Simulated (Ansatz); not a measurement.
# Scan of the Si2–H4 bond length

SiHICl (SMILES Cl[SiH]I), doublet, at its PBE0-D4/def2-TZVP minimum:

```xyz
4
angstrom
Cl -1.8257 -0.6049 -0.1473
Si 0.0784 0.0513 -0.5339
I 1.7001 -1.0229 0.9257
H 0.1027 1.5163 -0.2649
```

The bond length Si2–H4 (1.490 Å at the minimum) is set to the values below, the two halves moving rigidly along the bond. Each method's energies count from its own value at the PBE0-D4 minimum structure. Ansatz 0.2.0; basis: def2-TZVPP; cores frozen in the correlated methods; orbitals are unrestricted. Filled d shells of the heavier atoms are correlated. Core potentials replace the inner electrons of the atoms past krypton. The def2 sets are not built for correlating such inner shells, so the correlated values are less sure here. B3LYP uses VWN-RPA correlation.

| bond length (Å) | CCSD(T) (kJ/mol) | r2SCAN-D4 (kJ/mol) | MP2 (kJ/mol) | wB97M-V (kJ/mol) |
| --- | --- | --- | --- | --- |
| 1.341 | 21.1 | 22.4 | 19.8 | 20.6 |
| 1.371 | 12.5 | 13.6 | 11.4 | 12.1 |
| 1.414 | 4.4 | 5.1 | 3.6 | 4.2 |
| 1.466 | 0.2 | 0.4 | -0.1 | 0.2 |
| 1.522 | 1.2 | 0.8 | 1.6 | 1.2 |
| 1.583 | 7.3 | 6.2 | 8.5 | 7.3 |
| 1.648 | 18.0 | 16.2 | 20.2 | 18.0 |
| 1.716 | 32.5 | 29.9 | 36.0 | 32.5 |
| 1.788 | 50.3 | 46.8 | 55.5 | 50.2 |

Minimum and curvature along this coordinate at CCSD(T): A fifth-order fit through the nearest points gives 1.483 Å, with a curvature of about 17 eV/Å².

Treat the two halves as rigid bodies and work out the harmonic wavenumber of this stretch from that curvature (ν̃ = 521.5 √(k/μ) cm⁻¹ with k in eV/Å² and μ in u).

The halves weigh 190.44 and 1.01 u, so μ = 190.44 × 1.01/191.45 = 1.005 u and ν̃ = 521.5 √(17/1.005) ≈ 2100 cm⁻¹. A true normal mode mixes in other motions, so this is a guide only.

Largest difference from the CCSD(T) curve over the scan: PBE-D4 10.6; PBE0-D4 3.2; B3LYP-D4 4.2; HF 9.9 kJ/mol. Each curve counts from its own value at the minimum.

No T1 diagnostic of these runs exceeds 0.013. ⟨S²⟩ of the unrestricted Hartree–Fock references: 0.76 to 0.77 (a pure state has 0.75).

For scale, one of the runs: CCSD(T)/def2-TZVPP, 148 basis functions (an equivalent command: `ansatz run in.yaml --threads 4`). Hardware: 4 CPU threads, shared host. Wall time 53 s; peak host memory 2.4 GiB.
